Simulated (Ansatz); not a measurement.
**A substitution series on C: H to Cl**

On one C centre that keeps Br, n of the H ligands are replaced by Cl. The HOMO–LUMO gap y in eV at wB97X-V/def2-TZVPP. Shapes, held fixed at every level: PBE0-D4/def2-TZVP. Programs: Ansatz 0.2.0.

```
molecule  n  y (eV)
   CH3Br  0   12.61
 CH2BrCl  1       ?
 CHBrCl2  2   11.86
  CBrCl3  3   11.44
```

Q: Fit y = c + s·n to the known rows and predict CH2BrCl.

A: 
1. Means of the 3 rows: n = 1.66667, y = 11.970.
2. Σ(Δn)² = 4.6667, Σ(Δn·Δy) = -1.81, so the slope is -1.81/4.6667 = -0.38785.
3. Intercept: 11.970 − (-0.38785) × 1.66667 = 12.616. The largest residual of the fit is 0.020.
4. CH2BrCl: 12.616 + (-0.38785) × 1 = 12.23 eV.

The run gave 12.36 eV, so the prediction is off by -0.13 eV, more than the scatter of the fit. The steps per swap are -0.25, -0.50, -0.42 eV. Other levels give for CH2BrCl: SPW92/def2-TZVPP 5.26; wB97M-V/def2-TZVPP 12.05 eV. Orbital gaps aren't excitation energies, and the LUMO depends on the basis. Relativity is left out for Br unless named.
